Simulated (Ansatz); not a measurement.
Calculated with Ansatz (gas phase, PBE0-D4/def2-TZVP geometries, no zero-point term in ΔE). CCSD(T)/CBS is the MP2 limit (def2-TZVPP, def2-QZVPP) plus CCSD(T) − MP2 in def2-TZVPP, frozen cores. Functionals use def2-TZVPP. def2 core potentials past Kr. For Ga, I, Se outer-core shells are correlated without core-valence functions, which leaves a few kJ/mol of doubt a bond. Scalar relativity is left out up to krypton. Each species was taken in one conformer, which may not be the lowest.

Reaction (ligand exchange at a Ga–Se bond): `[Cl][Ga]([Cl])[SeH]` + HI → `[Cl][Ga]([Cl])[I]` + H₂Se

| level | ΔE (kJ/mol) | difference from CCSD(T)/CBS |
| --- | --- | --- |
| LDA (SPW92) | -14.2 | 5.3 |
| PBE-D4 | -16.9 | 2.6 |
| ωB97X-V | -19.9 | -0.4 |
| revPBE | -17.7 | 1.8 |
| BLYP | -17.0 | 2.5 |
| r2SCAN | -18.6 | 0.9 |
| r2SCAN0 | -20.2 | -0.7 |
| CCSD(T)/def2-SVP | -22.5 | -3.0 |
| CCSD/def2-TZVPP | -18.0 | 1.5 |
| SCS-MP2/def2-QZVPP | -21.9 | -2.4 |
| CCSD(T)/CBS | -19.5 | 0 |

Problem. What do rigid-rotor, harmonic-oscillator terms from PBE0-D4/def2-TZVP frequencies (298.15 K, 1 bar) make of the CCSD(T)/CBS value? (Best estimate.)

Solution. Computed: ΔZPE = +1.6 kJ/mol, ΔH = -18.1 kJ/mol, ΔS = 4 J/(mol·K), ΔG = -19.2 kJ/mol.

Largest T1 diagnostic among the species: 0.011.

From BLYP to BHLYP (50 % exact exchange), in def2-TZVPP and without D4, ΔE moves by −4.3 kJ/mol. Leaving LDA and LC-ωPBE aside and taking each functional with its dispersion term where it has one, the values, not all of them listed here, spread over 5.8 kJ/mol, from BHLYP-D4 to revPBE-D4.
